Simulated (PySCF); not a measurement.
Bond stretch in SnO, singlet.

Methods: UCCSD(T) = CCSD(T) on UHF/def2-SVP, 5 core orbitals frozen, def2 effective core potentials past Kr (PySCF 2.14.0); RCCSD(T) = PySCF with CCSD(T) on RHF/def2-SVP, 5 core orbitals frozen, def2 effective core potentials past Kr; UHF/def2-SVP, def2 effective core potentials past Kr (PySCF); RHF/def2-SVP, def2 effective core potentials past Kr (PySCF).

Energies are in eV, each relative to the lowest point of its own curve near equilibrium.

| R / Å | UCCSD(T) | RCCSD(T) | UHF | RHF |
|---|---|---|---|---|
| 1.36 | 11.125 | 11.238 | 10.690 | 10.360 |
| 1.44 | 6.617 | 6.729 | 6.252 | 5.922 |
| 1.56 | 2.631 | 2.744 | 2.437 | 2.107 |
| 1.65 | 1.054 | 1.166 | 1.034 | 0.704 |
| 1.70 | 0.525 | 0.638 | 0.617 | 0.287 |
| 1.78 | 0.130 | 0.159 | 0.304 | 0.004 |
| 1.82 | 0.036 | 0.048 | 0.162 | 0.000 |
| 1.87 | 0.000 | 0.000 | 0.046 | 0.092 |
| 1.91 | 0.026 | 0.020 | 0.000 | 0.228 |
| 1.98 | 0.162 | 0.147 | 0.000 | 0.570 |
| 2.13 | 0.727 | 0.657 | 0.246 | 1.569 |
| 2.24 | 1.287 | 1.099 | 0.549 | 2.395 |
| 2.44 | 2.347 | 1.425 | 1.132 | 3.714 |
| 2.73 | 3.248 | -0.940 | 1.392 | 4.808 |
| 3.02 | 4.259 | 6.924 | 1.452 | 5.385 |
| 3.27 | 4.511 | 7.315 | 1.489 | 5.685 |
| 3.65 | 4.628 | 7.767 | 1.531 | 5.959 |
| 4.00 | 4.676 | 7.992 | 1.560 | 6.099 |
| 4.49 | 4.714 | 8.092 | 1.587 | 6.199 |
| 4.90 | 4.732 | 8.110 | 1.600 | 6.238 |
| 5.41 | 4.742 | 8.117 | 1.608 | 6.262 |
| 6.40 | 4.748 | 8.121 | 1.613 | 6.279 |
| 7.20 | 4.749 | 8.122 | 1.615 | 6.284 |

At the longest distance, 7.20 Å, RCCSD(T) lies highest above its minimum (8.122 eV) and UHF lowest (1.615 eV).

The unrestricted solution behind UCCSD(T), UHF changes between 2.44 and 2.73 Å, which can leave a kink. The unrestricted determinant behind UCCSD(T), UHF is spin-contaminated at 1.78 to 7.20 Å (<S²> up to 2.0, against 0.00 for a pure singlet). The T1 diagnostic of CCSD on the restricted reference of RCCSD(T) exceeds 0.045 at 2.13 to 3.27 Å. The restricted form behind RHF keeps the bonding electrons paired and can't separate into open-shell fragments.
